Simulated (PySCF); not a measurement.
In(Br)(Me)(Vi), C₃H₆BrIn, SMILES [CH](=C)[In]([Br])[CH3], singlet, PBE0/def2-SVP optimised geometry.

```
11

In    -0.91     0.11     0.00
Br    -1.86     2.44     0.00
C     -2.40    -1.44     0.00
H     -1.95    -2.44    -0.02
H     -3.05    -1.30    -0.88
H     -3.02    -1.33     0.91
C      1.23     0.11     0.00
C      1.95    -1.02     0.00
H      1.75     1.07     0.00
H      3.05    -1.00     0.00
H      1.50    -2.02     0.00
```

Density from PBE0/def2-TZVP, def2 effective core potentials past Kr (PySCF) at that geometry. The core electrons that the potentials of In replace are not part of the density.

Minimum of the electron density along straight lines between bonded atoms, close to the bond critical point (lines longer than 1.1 times the sum of covalent radii, or with two minima, are not listed):

```json
[
 {"bond": "In1–Br2", "length / Å": "2.520", "ρ at the minimum / e bohr⁻³": "0.069", "∇²ρ there / e bohr⁻⁵": "0.14", "position (fraction from the first atom)": "0.47"},
 {"bond": "In1–C3", "length / Å": "2.148", "ρ at the minimum / e bohr⁻³": "0.101", "∇²ρ there / e bohr⁻⁵": "0.14", "position (fraction from the first atom)": "0.52"},
 {"bond": "C3–H4", "length / Å": "1.098", "ρ at the minimum / e bohr⁻³": "0.269", "∇²ρ there / e bohr⁻⁵": "-0.89", "position (fraction from the first atom)": "0.64"},
 {"bond": "C3–H5", "length / Å": "1.099", "ρ at the minimum / e bohr⁻³": "0.268", "∇²ρ there / e bohr⁻⁵": "-0.88", "position (fraction from the first atom)": "0.64"},
 {"bond": "C3–H6", "length / Å": "1.100", "ρ at the minimum / e bohr⁻³": "0.268", "∇²ρ there / e bohr⁻⁵": "-0.88", "position (fraction from the first atom)": "0.64"},
 {"bond": "In1–C7", "length / Å": "2.136", "ρ at the minimum / e bohr⁻³": "0.104", "∇²ρ there / e bohr⁻⁵": "0.16", "position (fraction from the first atom)": "0.52"},
 {"bond": "C7–C8", "length / Å": "1.338", "ρ at the minimum / e bohr⁻³": "0.346", "∇²ρ there / e bohr⁻⁵": "-1.04", "position (fraction from the first atom)": "0.49"},
 {"bond": "C7–H9", "length / Å": "1.097", "ρ at the minimum / e bohr⁻³": "0.275", "∇²ρ there / e bohr⁻⁵": "-0.95", "position (fraction from the first atom)": "0.65"},
 {"bond": "C8–H10", "length / Å": "1.098", "ρ at the minimum / e bohr⁻³": "0.276", "∇²ρ there / e bohr⁻⁵": "-0.96", "position (fraction from the first atom)": "0.65"},
 {"bond": "C8–H11", "length / Å": "1.097", "ρ at the minimum / e bohr⁻³": "0.277", "∇²ρ there / e bohr⁻⁵": "-0.97", "position (fraction from the first atom)": "0.65"}
]
```
